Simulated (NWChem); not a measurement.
Species: C₂H₅FOSi₂; SMILES FC=C1[SiH2]O[SiH2]1

```xyz
11

F      0.1450    -2.7727     0.0000
C     -0.7298    -1.7437     0.0000
C     -0.3342    -0.4791     0.0000
Si    -1.1052     1.2325     0.0000
O      0.4591     1.8826     0.0000
Si     1.3189     0.4183     0.0000
H     -1.7520    -2.1176     0.0000
H     -1.8826     1.6117    -1.2093
H     -1.8826     1.6117     1.2093
H      2.1639     0.2513     1.2106
H      2.1639     0.2513    -1.2106
```
Atoms are numbered in this order, from 1.

Results from NWChem. Pople sets run with spherical d functions. The geometry was optimised at B3LYP/6-31G* (spherical d). Solvent water, SMD (1 M gas to 1 M solution), gas-phase geometry. Reactions with the solvent are ignored.

Question: Taking PBE0/6-311++G** as the yardstick, which of these has the fewest basis functions while keeping “solvation free energy (kcal/mol)” within 0.5 kcal/mol of it: PBE0/6-311G**; PBE0/3-21G; PBE0/6-31G*; PBE0/6-31+G*; PBE0/STO-3G?

Answer: PBE0/6-31+G*.
```csv
level,basis functions,solvation free energy (kcal/mol)
PBE0/STO-3G,43,2.2
PBE0/3-21G,72,-1.9
PBE0/6-31G*,102,0.0
PBE0/6-31+G*,126,-0.7
PBE0/6-311G**,154,-0.7
PBE0/6-311++G**,183,-1.0
```

The yardstick is one finite set, not the basis-set limit.
